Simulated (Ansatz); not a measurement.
Cd₄O₄⁻, relaxed as a doublet with UKS PBE-D4/def2-SVPD in Ansatz, starting from the GFN1-xTB geometry. Force threshold 0.02 eV/Å.

In the def2 sets Cd takes a core potential; there is no spin–orbit coupling. The structure holds 2 bonds between oxygen atoms, so isomers without such links may lie far lower. Another isomer (doublet) lies 0.97 eV lower at PBE0-D4/def2-TZVPD; other spin states weren't run for this one.

Start:

```xyz
8

Cd   -0.9994   -0.8388    1.8154
Cd    0.9327   -1.7463   -0.2370
Cd   -2.8745    1.3253    0.3390
Cd   -0.6275    2.3596    1.9531
O     1.6503    0.1283   -1.9229
O     0.7443    1.0879   -1.8476
O     1.1893   -3.3778    0.6543
O    -0.0152    1.0617   -0.7543
```

Question: Estimate the energy that the relaxation releases and the steps that it takes.

Answer: 174.7 kJ/mol, in 49 steps; 9.7 min on 4 threads of Arm Neoverse N1 on a shared host. The force fell under the threshold at step 48, but the optimiser went on. No frequencies were taken in this run, so the end may be a saddle point.

Question: Does the start keep its bonding?

Answer: Bonds lost: Cd1–Cd3, Cd3–Cd4 (atoms count from 1). Bonds formed: Cd1–O7, Cd2–O8, Cd3–O7 (atoms count from 1).

Question: Predict the relaxed structure.

Answer: 
Cartesian coordinates in Å:
```
Cd -0.786 -0.347 2.803
Cd -0.108 -0.434 -0.547
Cd -3.002 -2.653 0.058
Cd 1.587 1.722 1.665
O 1.410 -0.110 -2.025
O 1.548 1.301 -1.893
O -1.372 -1.226 0.810
O 0.725 1.747 -0.872
```
Bond lengths (bridged metal pairs left out): 5 × Cd–O 2.02 to 2.36 Å; 2 × O–O 1.38 to 1.42 Å; 1 × Cd–Cd 3.35 Å.
